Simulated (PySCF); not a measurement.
Species, as SMILES: [C](Cl)Cl (closed-shell singlet).
Geometry (B3LYP-D3(BJ)/def2-TZVP, fixed):
```xyz
3

Cl    -1.4025    -0.2001     0.0210
C     -0.0305     0.8441     0.0088
Cl     1.4133    -0.0978    -0.0241
```
Charge 0, spin multiplicity 1.

Basis-set convergence of the isotropic shielding of C2 at PBE0 with PySCF. GIAO, no density fitting; atoms are numbered in the order shown. All functions are spherical. No added dispersion term, no relativity. Reference: the value in pcSseg-3, -475.18 ppm, itself unsure by roughly 2.56 ppm (its mean distance from pcseg-3, pcSseg-2). Deviations are taken from unrounded values. Cost is core time over that of cc-pV(D+d)Z, rough, on shared machines of one kind; a dash marks a row that isn't timed (too short, read off another run, short of memory, by another algorithm or on other hardware).

```
basis            functions  isotropic shielding of C2 (ppm)  minus reference (ppm)  cost
---------------  ---------  -------------------------------  ---------------------  ----
STO-3G                  23                          -370.02                 105.15     -
pcSseg-0                35                          -618.65                -143.47  0.4×
pcseg-0                 35                          -481.64                  -6.47     -
cc-pV(D+d)Z             60                          -426.71                  48.46    1×
6-31+G*                 62                          -408.49                  66.68     -
pcSseg-1                65                          -478.69                  -3.51  0.8×
def2-SVPD               74                          -446.40                  28.77  0.8×
6-311+G**               82                          -443.81                  31.37    1×
def2-TZVPD             129                          -450.19                  24.98    4×
jun-cc-pV(T+d)Z        135                          -441.53                  33.65    5×
aug-pcseg-2            146                          -467.13                   8.04    7×
cc-pCVTZ               161                          -466.96                   8.22    8×
aug-cc-pV(Q+d)Z        258                          -459.47                  15.71   50×
```
